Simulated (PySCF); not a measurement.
Input of a run (PBE0-D3(BJ)/def2-SVP geometry optimisation, gas phase (PySCF 2.14.0)), started from GFN2-xTB:
```
{"job": {"xc": "PBE0", "basis": "def2-SVP", "d3": "d3bj", "grid": 1, "shake": 0.01, "kind": "geom"}, "charge": 0, "multiplicity": 1}
B      1.145880    -0.189170     0.029200
P     -0.729300     0.105160    -0.023570
F     -1.683910    -0.711090    -1.009360
F     -1.325120     1.519810    -0.383330
F     -1.637940    -0.127010     1.244510
H      1.245990    -1.297140     0.313510
H      1.530150     0.582760     0.849560
H      1.509380     0.097540    -1.073000
```

Output (energies in Eh, forces in Eh/bohr):
```
step   0  E = -666.79023644  max force = 0.033741
step   1  E = -666.79870192  max force = 0.007853
step   2  E = -666.79904686  max force = 0.000934
step   3  E = -666.79907742  max force = 0.000539
step   4  E = -666.79910261  max force = 0.000681
step   5  E = -666.79912090  max force = 0.001047
step   6  E = -666.79913611  max force = 0.001286
step   7  E = -666.79914970  max force = 0.001316
step   8  E = -666.79917264  max force = 0.000539
step   9  E = -666.79917831  max force = 0.000462
step  10  E = -666.79918249  max force = 0.000492
step  11  E = -666.79918513  max force = 0.000660
step  12  E = -666.79918669  max force = 0.000449
optimisation converged
```

Question: Summarise the run.

Answer: The energy falls by 0.244 eV over 13 energy and gradient evaluations, the largest force component goes from 0.0337 to 4.5e-04 Eh/bohr, and the atoms move by 0.087 Å rms after alignment. The bond that changes most is B1–H6 (four-coordinate boron to B–H hydrogen), which lengthens by 0.068 Å. Bonds longer at the end by more than 0.005 Å: 3 of 7; shorter: 4. Among the angles that change most is F3–P2–F5, from 94.4° to 99.6°. The energy never rose by more than 1e-6 Eh on the way. The first step brought 95 % of the lowering.

Question: What are the final bond lengths?

Answer: B1–P2 1.835 Å, P2–F3 1.571 Å, P2–F4 1.570 Å, P2–F5 1.570 Å, B1–H6 1.216 Å, B1–H7 1.217 Å, B1–H8 1.217 Å. Numbering counts from 1 in the input's order; the species is `[BH3-][P+](F)(F)F`.

The run used 89 basis functions and 77 SCF cycles in all. The run took 51 s of wall time on one thread of an Arm Neoverse N1, on a shared host, and the process peaked at 0.38 GiB of memory.

No PBE0-D3(BJ)/def2-SVP frequencies stand behind this structure, so it isn't proved a minimum.
